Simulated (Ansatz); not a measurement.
`[F][GeH2][GaH2]` + PH₃ → `[PH2][GaH2]` + `[F][GeH3]` at 500 K and 1 bar (cleavage of the Ga–Ge bond).

Gas-phase electronic energies from Ansatz, PBE0-D4/def2-TZVP geometries. CBS: MP2 limit from def2 TZ/QZ plus the TZ coupled-cluster correction, frozen cores. This one scheme is used for every species. For Ga, Ge outer-core shells are correlated without core-valence functions, which leaves a few kJ/mol of doubt a bond. Scalar relativity is left out up to krypton.

| species | CCSD(T)/CBS energy (Eh) | H − E (kJ/mol) | S (J/(mol·K)) |
| --- | --- | --- | --- |
| `[F][GeH2][GaH2]` | -4102.26260 | 120.9 | 390.2 |
| PH₃ | -342.72256 | 81.5 | 231.4 |
| `[PH2][GaH2]` | -2267.26620 | 110.9 | 330.7 |
| `[F][GeH3]` | -2177.72589 | 90.4 | 283.2 |

H − E and S are ideal-gas, rigid-rotor, harmonic terms from PBE0-D4/def2-TZVP. 1 Eh = 2625.50 kJ/mol, R = 8.31446 J/(mol·K).

Problem. By hand: ΔE, ΔH, ΔS and ΔG.

Solution. ΔE = (-2267.26620) + (-2177.72589) − (-4102.26260) − (-342.72256) = -0.00693 Eh = -18.2 kJ/mol. Δ(H − E) = 110.9 + 90.4 − 120.9 − 81.5 = -1.1, so ΔH = -19.3 kJ/mol. ΔS = 330.7 + 283.2 − 390.2 − 231.4 = -7.7 J/(mol·K). ΔG = -19.3 − 500 × (-7.7)/1000 = -15.5 kJ/mol.

Problem. By hand: the equilibrium constant, and the temperature at which ΔG would vanish if ΔH and ΔS stayed fixed.

Solution. log₁₀ K = −ΔG/(RT ln 10) = 1.6. ΔG = 0 at ΔH/ΔS = 2506 K, far beyond where these terms or the molecules hold.

The number of gas molecules stays the same, so ΔS is small and ΔH decides. A doubt of 5 kJ/mol in ΔE shifts log₁₀ K by 0.5 here. These are equilibria of isolated gas molecules and say nothing of rates. Largest T1 diagnostic: 0.014 (customary marks: 0.02 for closed shells, 0.045 for open ones).
